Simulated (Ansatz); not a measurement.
Process, species as SMILES: C[Si](C)([O-])[SiH3] → [CH2-][SiH2]O[SiH2]C
Geometries: B3LYP-D3(BJ)/def2-TZVP minima from Ansatz (a quantum-chemistry and plane-wave program), one conformer each, not searched for the lowest.

Property: isomerisation energy (electronic energy difference), in kcal/mol. Correlated levels leave the core frozen unless marked. Spin-orbit coupling is left out. No relativistic terms. Anions need diffuse functions: aug- sets have them; def2-D sets add few; the other sets have none. CBS marks a two-point X^-3 extrapolation of the correlation energy; Hartree-Fock from the larger set. [CCSD(T)-MP2]/basis is that difference in the basis named.

| level | program | isomerisation energy (kcal/mol) |
|---|---|---|
| HF/cc-pVTZ | Ansatz | -2.9 |

### Question
Predict the RI-MP2/CBS(aug-cc-pV(T+d)Z,aug-cc-pV(Q+d)Z)+[CCSD(T)-MP2]/aug-cc-pV(T+d)Z result (Ansatz).

### Answer
0.5 kcal/mol, so HF/cc-pVTZ differs from it by -3.4 kcal/mol.
